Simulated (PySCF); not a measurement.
Si(CF3)(Cl)2(H) (CHCl2F3Si), SMILES FC(F)(F)[SiH](Cl)Cl.

Geometry: PBE-D3(BJ)/def2-SVP.

All values below come from PBE-D3(BJ)/def2-SVP (PySCF).

Frequencies are harmonic and unscaled.

### Question
Estimate the vibrational spectrum. (Estimate from the structure and the level; the computed values follow.)

### Answer

```csv
mode,ν (cm⁻¹),IR (km/mol),moving atoms (share of kinetic energy)
1,40,0.0,"F 72 %, Cl 27 %"
2,95,2.0,"Cl 52 %, F 40 %"
3,123,2.6,"F 47 %, Cl 39 %, Si 9 %"
4,165,2.8,"Cl 59 %, F 28 %, Si 9 %"
5,249,0.1,"F 69 %, Cl 18 %, C 8 %"
6,267,1.2,"F 45 %, Cl 35 %, Si 13 %"
7,401,28.3,"Si 57 %, F 34 %"
8,509,2.0,F 91 %
9,510,8.9,"F 85 %, C 8 %"
10,534,51.0,"Si 47 %, Cl 41 %"
11,600,93.2,"Si 55 %, Cl 34 %, H 9 %"
12,718,21.8,"F 70 %, H 18 %, C 11 %"
13,761,124.7,"H 67 %, F 18 %, Si 14 %"
14,780,135.1,"H 87 %, Si 12 %"
15,1108,199.2,"C 73 %, F 27 %"
16,1126,184.4,"C 73 %, F 26 %"
17,1185,161.7,"C 76 %, F 21 %"
18,2229,65.5,H 96 %
```
